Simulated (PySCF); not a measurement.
Al(Me)(NH2)2 (CH₇AlN₂), SMILES [NH2][Al]([NH2])[CH3]. Atoms are numbered in the order given.

```xyz
11

Al     0.0230     0.0236     0.0047
C     -1.4564    -1.2511    -0.1395
H     -1.2267    -2.0483    -0.8679
H     -2.3900    -0.7679    -0.4729
H     -1.6659    -1.7481     0.8229
N      0.0036     1.5497    -0.9141
H      0.7291     2.2597    -0.9184
H     -0.7535     1.8364    -1.5267
N      1.4231    -0.3254     1.0497
H      2.2428     0.2606     1.1737
H      1.5177    -1.1627     1.6158
```

Geometry: B3LYP-D3(BJ)/def2-SVP. The structure was generated by enumeration; whether it is a known compound was not checked. Other conformers were not sampled.

Two levels are set side by side: PBE/pcSseg-1 (PySCF) and B3LYP/pcSseg-1 (PySCF). GIAO shifts against NH3 (¹⁵N), TMS (¹H), TMS (¹³C) at the same level; non-relativistic, no solvent, atoms listed together averaged. Differences are taken from unrounded values.

```csv
quantity,PBE
δ(¹³C) of C2 (ppm),-17.6
"δ(¹⁵N) of N6, N9 (ppm)",23.2
"δ(¹H) of H7, H8, H10, H11 (ppm)",0.54
```

### Question
These are the PBE values. What does B3LYP give? (The exact figures need the calculation; the answer reports its results.)

### Answer

| quantity | B3LYP | PBE minus B3LYP |
|---|---|---|
| δ(¹³C) of C2 (ppm) | -17.3 | -0.3 |
| δ(¹⁵N) of N6, N9 (ppm) | 18.6 | 4.6 |
| δ(¹H) of H7, H8, H10, H11 (ppm) | 0.48 | 0.06 |

Rough cost on one machine, each run with all the roots and properties that it gave: B3LYP against PBE within a factor of 2.
